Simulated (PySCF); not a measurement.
Below is a simulated gas-phase Si 2p photoelectron spectrum of `[SiH3][CH2][GeH3]`.

Every computed line was given a Gaussian of 0.7 eV full width at half maximum and an area set by the number of equivalent atoms (split 2:1 within a doublet); the highest printed point is 100. Level of theory: delta-SCF UKS SCAN, pcX-2 on the ionised atom, pcseg-1 elsewhere, spin-free X2C (PySCF).

| binding energy (eV) | intensity |
| --- | --- |
| 105.6 | 0 |
| 105.7 | 1 |
| 105.8 | 2 |
| 105.9 | 4 |
| 106.0 | 9 |
| 106.1 | 18 |
| 106.2 | 31 |
| 106.3 | 49 |
| 106.4 | 69 |
| 106.5 | 86 |
| 106.6 | 97 |
| 106.7 | 100 |
| 106.8 | 95 |
| 106.9 | 87 |
| 107.0 | 77 |
| 107.1 | 69 |
| 107.2 | 62 |
| 107.3 | 55 |
| 107.4 | 46 |
| 107.5 | 36 |
| 107.6 | 25 |
| 107.7 | 16 |
| 107.8 | 9 |
| 107.9 | 5 |
| 108.0 | 2 |
| 108.1 | 1 |
| 108.2 | 0 |
| 108.3 | 0 |

Question: How many maxima does the curve show, and how many computed lines lie under it?

Answer: The curve has 1 maximum (at 106.7 eV). Under it lie 2 lines from 1 inequivalent silicon site, drawn as a 2p3/2, 2p1/2 pair. At this width some lines have no maximum of their own.

Question: Decompose the envelope and assign each component. Numbering: `[SiH3:1][CH2:2][GeH3:3]`.

Answer: 
```json
{"position (eV)": "106.64", "relative area": "0.67", "line": "Si 2p3/2", "atoms": "Si1", "environment": "SiH3 silicon"}
{"position (eV)": "107.26", "relative area": "0.33", "line": "Si 2p1/2", "atoms": "Si1", "environment": "SiH3 silicon"}
```

The curve has no shake-up lines and no vibrational structure. For 2p shells one spin-free hole was relaxed; a mean-field spin–orbit operator and the ground-state splitting of the three 2p orbitals were then diagonalised within the shell. The shell's mean is (2 × 2p3/2 + 2p1/2)/3, and the degeneracies 2j + 1 give areas of 2:1. 2p1/2 minus 2p3/2 (ligand field included): Si 0.62 eV. Isolated species at its PBE0-D3(BJ)/def2-SVP geometry, gas phase.

The run took 14 s on an Arm Neoverse V1 with one thread, no GPU (shared host), and the process peaked at 0.41 GiB of memory.
